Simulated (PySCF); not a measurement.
**Fractional electron number in Zr (zirconium, neutral)**

The 5s beta orbital of [Kr] 4d2 5s2 is emptied in steps (occupation f), with all orbitals relaxed, ending at [Kr] 4d2 5s1. Calculation: PySCF 2.14, in aug-cc-pVTZ-PP with ECP28MDF; scalar relativity through the core potential. The exact energy is a straight line in f; departures are measured from the line between the end points of the same method.

| f | BLYP (eV) |
| --- | --- |
| 1 | 0.000 |
| 0.9 | -0.232 |
| 0.7 | -0.545 |
| 0.5 | -0.654 |
| 0.3 | -0.552 |
| 0.1 | -0.236 |
| 0 | 0.000 |

```tsv
method	E(f=0) − E(f=1) (eV)	−ε at f=1 (eV)	−ε at f=0.5 (eV)
BLYP	6.551	3.985	6.529
```

Orbital energy along the path (eV):

```
  f    BLYP
  1  -3.985
0.9  -4.480
0.7  -5.491
0.5  -6.529
0.3  -7.592
0.1  -8.666
  0  -9.098
```

Reference removal energy between the ground levels: 6.634 eV (measured; NIST Atomic Spectra Database, ionization energies). The calculation has no spin-orbit coupling.
